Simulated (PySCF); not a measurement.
Isomers of C3H7Al.

All values: PBE0/pcSseg-1 (PySCF) at PBE0-D3(BJ)/def2-SVP geometries, gas phase, one conformer each.

Task: Rank by HOMO–LUMO gap, highest first.
A. `[CH2:1]=[CH:2][CH2:3][AlH2:4]` with C1–C2–C3–Al4 -5°, C2–C3–Al4–H -84° and 97°
B. `[AlH2:1][CH:2]1[CH2:3][CH2:4]1` with H–Al1–C2–C3 34° and -145°
C. `[AlH2][C](=C)C`

Result: B (6.36 eV), A (6.23 eV), C (6.02 eV).

Task: Rank by the lowest Hirshfeld charge on any atom, lowest value first.
A. `[CH2:1]=[CH:2][CH2:3][AlH2:4]` with C1–C2–C3–Al4 -5°, C2–C3–Al4–H -84° and 97°
B. `[AlH2:1][CH:2]1[CH2:3][CH2:4]1` with H–Al1–C2–C3 34° and -145°
C. `[CH2:1]=[CH:2][AlH:3][CH3:4]` with C1–C2–Al3–C4 0°
D. `C=[C](C)[AlH2]`

Result: C (-0.279 e), A (-0.219 e), B (-0.203 e), D (-0.174 e).

All values together:

| SMILES | μ (D) | HOMO (eV) | LUMO (eV) | lowest IAO charge (e) | highest IAO charge (e) | lowest Hirshfeld charge (e) | highest Hirshfeld charge (e) |
| --- | --- | --- | --- | --- | --- | --- | --- |
| C=C[CH2][AlH2] | 1.00 | -7.62 | -1.39 | -0.634 (C) | +0.750 (Al) | -0.219 (C) | +0.501 (Al) |
| C=[CH][AlH][CH3] | 0.83 | -7.88 | -1.42 | -0.805 (C) | +0.885 (Al) | -0.279 (C) | +0.532 (Al) |
| C=[C](C)[AlH2] | 0.82 | -7.62 | -1.60 | -0.403 (C) | +0.703 (Al) | -0.174 (H) | +0.496 (Al) |
| [AlH2][CH]1CC1 | 0.91 | -7.66 | -1.30 | -0.513 (C) | +0.742 (Al) | -0.203 (C) | +0.512 (Al) |

Conformers: `[CH2:1]=[CH:2][CH2:3][AlH2:4]` with C1–C2–C3–Al4 -5°, C2–C3–Al4–H -84° and 97°; `[CH2:1]=[CH:2][AlH:3][CH3:4]` with C1–C2–Al3–C4 0°; `[AlH2:1][CH:2]1[CH2:3][CH2:4]1` with H–Al1–C2–C3 34° and -145°.
